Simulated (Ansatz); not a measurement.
Molecule: AsH₃, net charge 1, doublet state. SMILES of the parent species: [AsH3]
Geometry from a B3LYP-D3(BJ)/def2-TZVP (Ansatz, a first-principles code) optimisation:
```
As
H 1 1.5002
H 1 1.5002 2 112.11
H 1 1.5002 2 112.11 3 -127.13
```
Charge +1, spin multiplicity 2.

Parts of the frozen-core correlation energy in cc-pVDZ (Ansatz, hartree). Frozen orbitals: 14; correlated occupied orbitals by spin: 4 and 3; virtual: 24 and 25. Open shells are spin-unrestricted. No spin-orbit coupling. No relativistic terms.

| term | value |
|---|---|
| reference (HF) | -2235.58512 |
| MP2 opposite-spin | -0.08282 |
| MP2 same-spin | -0.01378 |
| CCSD correlation | -0.12194 |
| (T) | -0.00240 |
| CCSDT minus CCSD(T) | -0.00060 |
| CCSDT(Q) minus CCSD(T) | -0.00066 |
| T1 diagnostic | 0.010 |
| largest doubles amplitude | 0.043 |
| <S^2> of the reference | 0.755 |
